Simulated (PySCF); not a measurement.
**Correlation energy of Se+ (selenium, charge +1)**

[Ar] 3d10 4s2 4p3, high-spin 4S determinant. Calculation: PySCF 2.14, in def2-TZVPPD; the non-relativistic Hamiltonian (point nucleus). Frozen: [Ar] 3d10; 5 electrons correlated.

MP2 pair energies summed by pair of shells (mhartree):

```json
{"pair": "4s-4p", "energy": "-50.43", "share (%)": "66.4"}
{"pair": "4p-4p", "energy": "-16.62", "share (%)": "21.9"}
{"pair": "4s-4s", "energy": "-8.92", "share (%)": "11.7"}
```

Total MP2 correlation energy: -75.96 mhartree.

Same-spin part -19.88 and opposite-spin part -56.08 mhartree; SCS-MP2 scales them by 1/3 and 6/5 to -73.93 mhartree.
